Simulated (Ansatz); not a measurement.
Two isomers of C2H5BrSi: A = `[SiH3]/C=C/Br`, B = `C=C([SiH3])Br`.

Isolated molecules relaxed with PBE0-D4/def2-TZVP in Ansatz; ΔE leaves out vibrations. CBS: MP2 limit from def2 TZ/QZ plus the TZ coupled-cluster correction, frozen cores. Functionals use def2-TZVPP. B3LYP here is the variant with VWN-RPA as its local correlation; programs differ in this. For Br outer-core shells are correlated without core-valence functions, which leaves a few kJ/mol of doubt a bond. Scalar relativity is left out up to krypton.

(1) Which is lower in electronic energy at CCSD(T)/CBS, and by how much? (An estimate is asked.)

(2) Give E(B) − E(A) in kcal/mol with CCSD(T)/def2-TZVPP, ωB97M-V, PBE0-D4, HF/def2-TZVPP, B3LYP-D4, B3LYP, r2SCAN-D4. (Estimate.)

Largest T1 diagnostic: 0.010.

## Answers

(1) The calculation gave: B, by 0.2 kcal/mol. So small a gap doesn't settle the order.

(2) Ansatz gave: CCSD(T)/def2-TZVPP 0.0, ωB97M-V 0.1, PBE0-D4 0.5, HF/def2-TZVPP 0.5, B3LYP-D4 0.1, B3LYP 0.9, r2SCAN-D4 0.5. The order is the other way round with PBE0-D4, HF/def2-TZVPP, B3LYP-D4, B3LYP, r2SCAN-D4.

The D4 term adds −0.8 kcal/mol with B3LYP and −0.4 kcal/mol with PBE0; it sums over pairs of atoms, weighted by their polarisabilities, and B3LYP, whose exchange is more repulsive, gets the larger term.
